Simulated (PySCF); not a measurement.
# Computed vibrations of LuH3(NH3)

LuH3(NH3) (singlet in the valence; each metal's 4f electrons, 14 of them, lie in its core potential, out of spins and levels). PySCF 2.14.0, RKS PBE0, Lu lcecp-1-SVP with ECP60, H def2-SVP, N def2-SVP; non-relativistic Hamiltonian with scalar-relativistic core potentials where named; density fitting; no spin-orbit coupling. Central differences of gradients.

```xyz
8

Lu    0.1232   -0.1232    0.1232
H     1.0634    1.3522    1.0634
H    -1.3522   -1.0634    1.0634
H     1.0634   -1.0634   -1.3522
N    -1.2719    1.2719   -1.2719
H    -1.8817    1.8817   -0.7219
H    -0.7219    1.8817   -1.8817
H    -1.8817    0.7219   -1.8817
```

Run from Python with OMP_NUM_THREADS=2. Where DIIS fails, smearing, a level shift and second-order steps follow.
It took 2.1 min on 2 threads of Intel(R) Xeon(R) Processor @ 2.50GHz (Skylake/Cascade Lake), on a shared host.

**Question.** What are the harmonic wavenumbers and infrared intensities?

**Answer.** Modes are labelled in C3v; negative numbers are unstable modes, those under 60 cm⁻¹ near the noise; a finer grid moves soft modes by up to 10 cm⁻¹.
```json
{"cm⁻¹": "62", "km/mol": "0.0", "symmetry": "a2"}
{"cm⁻¹": "156", "km/mol": "3.8", "symmetry": "e"}
{"cm⁻¹": "156", "km/mol": "3.8", "symmetry": "e"}
{"cm⁻¹": "263", "km/mol": "346.1", "symmetry": "a1"}
{"cm⁻¹": "355", "km/mol": "521.6", "symmetry": "a1"}
{"cm⁻¹": "530", "km/mol": "26.7", "symmetry": "e"}
{"cm⁻¹": "530", "km/mol": "26.7", "symmetry": "e"}
{"cm⁻¹": "563", "km/mol": "145.9", "symmetry": "e"}
{"cm⁻¹": "563", "km/mol": "145.9", "symmetry": "e"}
{"cm⁻¹": "1214", "km/mol": "177.8", "symmetry": "a1"}
{"cm⁻¹": "1426", "km/mol": "866.6", "symmetry": "e"}
{"cm⁻¹": "1426", "km/mol": "866.6", "symmetry": "e"}
{"cm⁻¹": "1498", "km/mol": "30.0", "symmetry": "a1"}
{"cm⁻¹": "1621", "km/mol": "31.3", "symmetry": "e"}
{"cm⁻¹": "1621", "km/mol": "31.3", "symmetry": "e"}
{"cm⁻¹": "3481", "km/mol": "29.1", "symmetry": "a1"}
{"cm⁻¹": "3604", "km/mol": "51.8", "symmetry": "e"}
{"cm⁻¹": "3604", "km/mol": "51.8", "symmetry": "e"}
```

**Question.** Is this a minimum?

**Answer.** Yes. Ideal gas at 298.15 K and 1 bar: S = 325.2 J/(mol K), Cp = 92.8 J/(mol K), H − H(0 K) = 19.7 kJ/mol (rigid rotor, harmonic modes, spin degeneracy alone, that of the 4f electrons in the core included).

An lcecp potential fixes the number of 4f electrons, so in runs with it no electron can move into or out of that shell.
